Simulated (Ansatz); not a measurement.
The cluster Tl₄Cl₃⁺, 7 atoms. Hardware: 4 threads of Intel Xeon on a shared host.

In the def2 sets Tl takes a core potential; there is no spin–orbit coupling. Correlated methods freeze 31 core orbitals; core or outer-core shells of Tl are correlated, in sets that lack core-valence functions.

Q: How many basis functions does each of these Ansatz runs have, and roughly what does it cost? CCSD(T)/def2-SVP, charge 1 singlet, energy, from earlier orbitals; BHLYP-D4/def2-TZVP, charge 1 singlet, energy, from earlier orbitals; r2SCAN-D4/def2-TZVP, charge 1 singlet, energy, from earlier orbitals; MP2/def2-TZVP, charge 1 singlet, energy, from earlier orbitals; B3LYP-D4/def2-TZVP, charge 1 singlet, energy, from earlier orbitals; PBE-D4/def2-SVP, charge 1 singlet, energy, from earlier orbitals; PBE0-D4/def2-SVP, charge 1 singlet, energy, from earlier orbitals; PBE-D4/def2-TZVP, charge 1 singlet, energy and forces, from earlier orbitals; B2PLYP/def2-TZVP, charge 1 singlet, energy, from earlier orbitals; PBE-D4/def2-SVP, charge 1 singlet, relaxation, 10 steps; PBE0-D4/def2-TZVP, charge 1 singlet, energy, from earlier orbitals.

A: Other jobs shared the machine, so times can vary by a factor of up to 3. A dash marks memory too small to be measured apart from the calling script's.

| run | functions | fitting or Cholesky vectors | wall time | peak host memory (GiB) |
| --- | --- | --- | --- | --- |
| PBE-D4/def2-SVP, charge 1 singlet, energy, from earlier orbitals | 158 | 1753 | 2.6 s | – |
| PBE0-D4/def2-SVP, charge 1 singlet, energy, from earlier orbitals | 158 | 1886 | 5.5 s | 0.61 |
| PBE-D4/def2-TZVP, charge 1 singlet, energy and forces, from earlier orbitals | 311 | 2324 | 8.5 s | 0.74 |
| r2SCAN-D4/def2-TZVP, charge 1 singlet, energy, from earlier orbitals | 311 | 2324 | 14 s | 0.79 |
| B3LYP-D4/def2-TZVP, charge 1 singlet, energy, from earlier orbitals | 311 | 2573 | 15 s | 1.7 |
| PBE0-D4/def2-TZVP, charge 1 singlet, energy, from earlier orbitals | 311 | 2640 | 18 s | 1.7 |
| MP2/def2-TZVP, charge 1 singlet, energy, from earlier orbitals | 311 | 2560 | 19 s | 1.5 |
| BHLYP-D4/def2-TZVP, charge 1 singlet, energy, from earlier orbitals | 311 | 2987 | 20 s | 1.8 |
| PBE-D4/def2-SVP, charge 1 singlet, relaxation, 10 steps | 158 | 1753 | 24 s | – |
| B2PLYP/def2-TZVP, charge 1 singlet, energy, from earlier orbitals | 311 | 2560 | 25 s | 1.6 |
| CCSD(T)/def2-SVP, charge 1 singlet, energy, from earlier orbitals | 158 | 1886 | 66 s | 1.6 |
